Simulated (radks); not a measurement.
Results of a calculation; reference values are marked as such.
Question: The mean radii <r> (bohr) of the occupied orbitals of an atom or ion are listed with their occupations. Level of theory: scalar-relativistic Kohn-Sham, LDA (Slater exchange, Perdew-Wang correlation), spin-polarised, spherical densities, point nucleus (a radial shooting solver on a logarithmic mesh with Libxc functionals).

| orbital | occ. | <r> |
|---|---|---|
| 1s up | 1 | 0.01867 |
| 1s down | 1 | 0.01867 |
| 2s up | 1 | 0.07899 |
| 2s down | 1 | 0.07899 |
| 2p up | 3 | 0.07058 |
| 2p down | 3 | 0.07058 |
| 3s up | 1 | 0.2050 |
| 3s down | 1 | 0.2050 |
| 3p up | 3 | 0.2050 |
| 3p down | 3 | 0.2050 |
| 3d up | 5 | 0.1857 |
| 3d down | 5 | 0.1857 |
| 4s up | 1 | 0.4591 |
| 4s down | 1 | 0.4590 |
| 4p up | 3 | 0.4881 |
| 4p down | 3 | 0.4880 |
| 4d up | 5 | 0.5234 |
| 4d down | 5 | 0.5229 |
| 5s up | 1 | 1.078 |
| 5p up | 3 | 1.237 |
| 5p down | 3 | 1.235 |
| 4f up | 7 | 0.6292 |
| 4f down | 7 | 0.6255 |
| 5d up | 1 | 1.644 |
| 5f up | 1 | 3.142 |

Name the element and its charge. Open shells, if any, are filled with parallel spins first.

Answer: Z = 73, tantalum, charge +4: Ta4+ in [Kr] 4d10 4f14 5s1 5p6 5d1 5f1. The 1s radius gives Z: for a bare nucleus <r> = (2 gamma + 1)/(2Z) with gamma = sqrt(1 - (Z/c)^2), 0.01844 bohr for Z = 73, and screening makes it slightly larger (0.01867 here). The occupations add up to 69, and the charge is Z minus that.
